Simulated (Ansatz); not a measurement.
PBE exchange is replaced step by step with exact exchange (0 % is PBE, 25 % PBE0; no dispersion term), basis def2-TZVPD, Ansatz. System: the cluster IrPt3⁻. Charge -1, multiplicity 1. Geometry: PBE-D4/def2-SVPD.

Geometry of the singlet:

| atom | x (Å) | y (Å) | z (Å) |
| --- | --- | --- | --- |
| Ir1 | 0.278 | -0.316 | 0.373 |
| Pt2 | 0.319 | 0.544 | -1.957 |
| Pt3 | 1.251 | -0.120 | 2.481 |
| Pt4 | -1.848 | -0.109 | -0.896 |

In the def2 sets Ir, Pt take a core potential; there is no spin–orbit coupling. At PBE-D4/def2-TZVPD, PBE0-D4/def2-TZVPD the restricted singlet is unstable: a solution with broken spin symmetry lies lower. At PBE-D4/def2-TZVPD an occupied level of the charge -1 singlet lies above an empty one (by up to 0.07 eV), so this SCF solution is probably not the lowest. The restricted singlet is unstable towards broken spin symmetry at other levels; at PBE with 5 % exact exchange/def2-TZVPD, PBE with 10 % exact exchange/def2-TZVPD, PBE with 15 % exact exchange/def2-TZVPD, PBE with 35 % exact exchange/def2-TZVPD and others this wasn't settled. The geometry of the singlet was relaxed on an unsound state (an occupied level 0.07 eV above an empty one). At PBE0-D4/def2-TZVPD a quintet of charge -1 lies 0.47 eV below the restricted singlet, each at its own geometry. The structure comes from a short search, and lower isomers may exist.

| exact exchange (%) | HOMO (eV) | LUMO (eV) | gap (eV) |
| --- | --- | --- | --- |
| 0 | -0.15 | -0.22 | -0.07 |
| 5 | -0.30 | -0.03 | 0.28 |
| 10 | -0.55 | 0.17 | 0.72 |
| 15 | -0.80 | 0.37 | 1.17 |
| 25 | -1.30 | 0.75 | 2.05 |
| 35 | -1.77 | 1.12 | 2.89 |
| 50 | -2.27 | 1.66 | 3.93 |
